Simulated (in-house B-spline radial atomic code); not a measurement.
A fraction x of an electron is removed from 2p in S⁴⁺, starting from [Ne] 3s2 and keeping the highest spin. Level of theory: scalar-relativistic (X2C) TPSS, spin-polarised, spherical fractional occupations, Fermi nucleus of rms radius 3.2611 fm; calculated with a B-spline radial code for spherical atoms.

```
   x  E(x) - E(0) (eV)  2p down level (eV)
   0            0.0000            -216.782
0.08           17.4775            -220.159
0.21           46.4567            -225.681
0.32           71.5400            -230.384
0.43                 ?                   ?
 0.5          113.7062            -238.141
0.62                 ?                   ?
0.68          157.2752            -245.970
0.79          184.5967            -250.789
0.88          207.3457            -254.749
   1          238.2337            -260.054
```

(1) What belongs in the row x = 0.43?

(2) What belongs in the row x = 0.62?

(3) Check Janak's theorem between x = 0.08 and 0.21.

Results:

(1) An energy change of 97.1422 eV; 2p down at -235.116 eV.

(2) An energy change of 142.5955 eV; 2p down at -243.353 eV.

(3) The slope of the energy is 222.92 eV; the orbital levels give 222.92 eV (-ε of the emptying orbital, averaged over the two points).
